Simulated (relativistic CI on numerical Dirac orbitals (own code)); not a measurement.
**Tb XXXVII: q coefficients and field-shift factors**

Method of calculation: Dirac-Coulomb-Breit CI, KLI orbitals optimised for each configuration, derivatives by finite differences, unscaled Slater integrals, QED left out (own radial code, finite nucleus).

CI space (outside the closed core [Ar] 3d10): 4s, 4p, 4d, 4f, 5s, 5p, 5d, 5f. Levels of other configurations are missing.

With x = (α/α₀)² − 1 an excitation energy changes as ω = ω₀ + qx; K = 2q/ω₀ is the relative enhancement. Terms are leading LS components, so labels can repeat. The field-shift factor is F = δν/δ⟨r²⟩ for the transition from the lowest level.

Lowest level 4s 2S_1/2.

| Level | ω₀ (cm⁻¹) | q (cm⁻¹) | K | F (GHz/fm²) |
| --- | --- | --- | --- | --- |
| 4p 2P°_1/2 | 624018 | 75850 | 0.243 | -802 |
| 4p 2P°_3/2 | 1032150 | 546100 | 1.06 | -837 |
| 4d 2D_3/2 | 2010944 | 576400 | 0.573 | -832 |
| 4d 2D_5/2 | 2096341 | 663400 | 0.633 | -830 |
| 4f 2F°_5/2 | 3145145 | 655700 | 0.417 | -817 |
| 4f 2F°_7/2 | 3163148 | 673100 | 0.426 | -816 |
| 5s 2S_1/2 | 5267135 | 349600 | 0.133 | -437 |
| 5p 2P°_1/2 | 5566517 | 381500 | 0.137 | -803 |
| 5p 2P°_3/2 | 5755602 | 598100 | 0.208 | -819 |
| 5d 2D_3/2 | 6216992 | 611500 | 0.197 | -817 |
| 5d 2D_5/2 | 6257859 | 653100 | 0.209 | -816 |
| 5f 2F°_5/2 | 6719676 | 650100 | 0.193 | -810 |
| 5f 2F°_7/2 | 6730600 | 660700 | 0.196 | -810 |

At this charge energies of transitions that change n are usually good to better than 1 %, and those within a shell (Δn = 0) to a few per cent.
